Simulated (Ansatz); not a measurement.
Calculated with Ansatz (gas phase, PBE0-D4/def2-TZVP geometries, no zero-point term in ΔE). CCSD(T)/CBS adds triple-zeta CCSD(T) − MP2 to the extrapolated MP2 energy (def2 sets, frozen cores). Functionals use def2-TZVPP. B3LYP here is the variant with VWN-RPA as its local correlation; programs differ in this. def2 core potentials past Kr. For Te outer-core shells are correlated without core-valence functions, which leaves a few kJ/mol of doubt a bond. One conformer a species, not always the lowest.

Consider the substitution at a C–C bond: `CCCCC=O` + `OC(F)[TeH]` → `COC(F)[TeH]` + `CCCC=O`.

| level | ΔE (kcal/mol) | difference from CCSD(T)/CBS |
| --- | --- | --- |
| PBE-D4 | 11.5 | 0.3 |
| r2SCAN-D4 | 11.1 | -0.1 |
| PBE0-D4 | 11.7 | 0.5 |
| ωB97X-V | 10.1 | -1.1 |
| ωB97M-V | 10.8 | -0.4 |
| B2PLYP | 10.2 | -1.0 |
| B3LYP | 9.6 | -1.6 |
| MP2/def2-TZVPP | 11.8 | 0.6 |
| MP2/CBS(def2) | 12.2 | 1.0 |
| CCSD/CBS(def2) | 11.0 | -0.2 |
| CCSD(T)/CBS | 11.2 | 0 |

Largest T1 diagnostic among the species: 0.012.

In def2-TZVPP, CCSD(T) changes the Hartree–Fock value by +2.4 kcal/mol (the triples alone add +0.2 kcal/mol) and MP2 by +3.4 kcal/mol.
